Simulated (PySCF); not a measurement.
Species: WO2(OSiMe3)2, C6H18O4Si2W (singlet state).
Cartesian coordinates in Å at the PBE0-D3(BJ)/def2-SVP level; atoms count from 1:
```
atom  x, y, z in Å
W1     0.8631    0.0477    0.5977
O2     0.9912   -0.3374    2.2603
O3     2.4224    0.5115    0.0701
O4    -0.3140    1.4773    0.3876
Si5   -1.1008    2.8296    1.0602
C6    -2.2433    2.1864    2.3908
C7    -2.0248    3.6396   -0.3451
C8     0.2314    3.9343    1.7635
H9    -2.7476    3.0129    2.9162
H10   -1.6758    1.6059    3.1356
H11   -3.0182    1.5303    1.9647
H12   -2.7461    2.9393   -0.7938
H13   -2.5802    4.5239    0.0053
H14   -1.3276    3.9634   -1.1330
H15    0.8106    3.4019    2.5346
H16    0.9302    4.2571    0.9761
H17   -0.2017    4.8351    2.2266
O18    0.3313   -1.4623   -0.3595
Si19   0.8431   -2.8417   -1.2213
C20    1.4409   -2.2444   -2.8875
C21   -0.6490   -3.9543   -1.3612
C22    2.2259   -3.6175   -0.2337
H23    1.7978   -3.0834   -3.5059
H24    2.2740   -1.5342   -2.7651
H25    0.6348   -1.7348   -3.4379
H26   -1.4728   -3.4405   -1.8803
H27   -0.4062   -4.8675   -1.9275
H28   -1.0073   -4.2551   -0.3647
H29    3.0619   -2.9093   -0.1176
H30    1.8818   -3.9053    0.7719
H31    2.6134   -4.5194   -0.7337
```

Computed with PySCF, TDDFT CAM-B3LYP/def2-SVPD, vertical, gas phase, core orbitals frozen in the response, def2 core potentials past Kr. Spin–orbit coupling is left out.

| state | E (eV) | E (kJ/mol) | λ (nm) | f | \|μ\| (D) | main configurations (H = HOMO, L = LUMO) |
| --- | --- | --- | --- | --- | --- | --- |
| S1 | 5.65 | 545 | 219.5 | 0.0021 | 0.31 | H→L+1 (69%), H-3→L+1 (19%) |
| S2 | 5.78 | 557 | 214.7 | 0.0072 | 0.57 | H→L (65%), H-3→L (18%) |
| S3 | 6.22 | 600 | 199.3 | 0.0002 | 0.08 | H-1→L (59%), H-6→L (27%), H-7→L (8%) |
| S4 | 6.44 | 621 | 192.5 | 0.022 | 0.95 | H-5→L (60%), H-3→L (15%) |
| S5 | 6.60 | 637 | 187.9 | 0.0008 | 0.18 | H-7→L (21%), H-6→L+1 (18%), H-1→L+1 (18%) |
| S6 | 6.65 | 641 | 186.5 | 0.0000 | 0.04 | H→L+4 (21%), H-7→L+1 (13%), H-7→L (13%) |
| S7 | 6.76 | 652 | 183.5 | 0.0042 | 0.40 | H-8→L (29%), H-5→L (27%), H-3→L (25%) |
| S8 | 6.81 | 657 | 182.0 | 0.0003 | 0.10 | H-7→L+1 (30%), H-4→L+1 (18%), H-6→L+1 (14%) |
| S9 | 6.92 | 667 | 179.2 | 0.016 | 0.78 | H-2→L (20%), H-3→L+1 (14%), H-5→L+1 (14%) |
| S10 | 7.06 | 681 | 175.6 | 0.063 | 1.54 | H-5→L+1 (32%), H-2→L (22%) |

Triplets (Tamm–Dancoff): T1 5.16 eV, H→L (64%), H-3→L (16%); T2 5.33 eV, H→L+1 (67%), H-3→L+1 (19%); T3 5.82 eV, H-1→L+1 (30%), H-6→L+1 (25%), H-7→L+1 (11%); T4 5.93 eV, H-5→L+1 (70%).

The lowest singlet lies at 5.65 eV (220 nm, ultraviolet) and is very weak; its leading configuration is HOMO→LUMO+1 (69%). The most intense listed level is S10 at 7.06 eV (176 nm, f = 0.063), 1.41 eV above S1. It is the last of those listed, so stronger ones may follow. For S1 the Löwdin share of tungsten is at most 6% in HOMO and 57% in LUMO+1 (ligand-to-metal charge transfer by this measure). The listed states span 1.41 eV, and the widest gap between neighbours is 0.45 eV (S2 to S3). Orbital energies (eV): HOMO-3 -10.03, HOMO-2 -9.93, HOMO-1 -9.90, HOMO -9.84, LUMO -0.06, LUMO+1 0.29, LUMO+2 0.59. Of the 10 states listed, 3 reach f = 0.01 and 3 stay under 0.0005. Only the lowest 10 singlets were computed, as vertical energies without vibronic structure.
